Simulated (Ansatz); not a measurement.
Mulliken charges of `C[O][Mg][Cl]` from PBE/def2-TZVPP in Ansatz (PBE0-D4/def2-TZVP geometry).

```json
{"atom": "C1", "x (Å)": "0.659", "y (Å)": "1.023", "z (Å)": "0.128", "charge (e)": "-0.100"}
{"atom": "O2", "x (Å)": "-0.074", "y (Å)": "-0.134", "z (Å)": "-0.024", "charge (e)": "-0.613"}
{"atom": "Mg3", "x (Å)": "-0.998", "y (Å)": "-1.606", "z (Å)": "-0.215", "charge (e)": "0.897"}
{"atom": "Cl4", "x (Å)": "-2.149", "y (Å)": "-3.438", "z (Å)": "-0.452", "charge (e)": "-0.417"}
{"atom": "H5", "x (Å)": "0.814", "y (Å)": "1.533", "z (Å)": "-0.833", "charge (e)": "0.077"}
{"atom": "H6", "x (Å)": "0.157", "y (Å)": "1.734", "z (Å)": "0.798", "charge (e)": "0.077"}
{"atom": "H7", "x (Å)": "1.652", "y (Å)": "0.820", "z (Å)": "0.553", "charge (e)": "0.077"}
```

Q: By hand: the dipole of these point charges (1 e Å = 4.8032 D).

A: Σ q r = (0.182, 0.288, 0.037) e Å, of length 0.343 e Å = 1.65 D.

Q: How does the dipole of the full density compare? (An estimate is asked.)

A: The calculation gave: (0.173, 0.274, 0.036) e Å, 1.57 D; the point charges give 1.05 times that, at 0° from its direction.

Point charges leave out the atoms' own dipoles, such as those of lone pairs, and Mulliken's split depends on the basis, so the close match here is no proof of good charges.
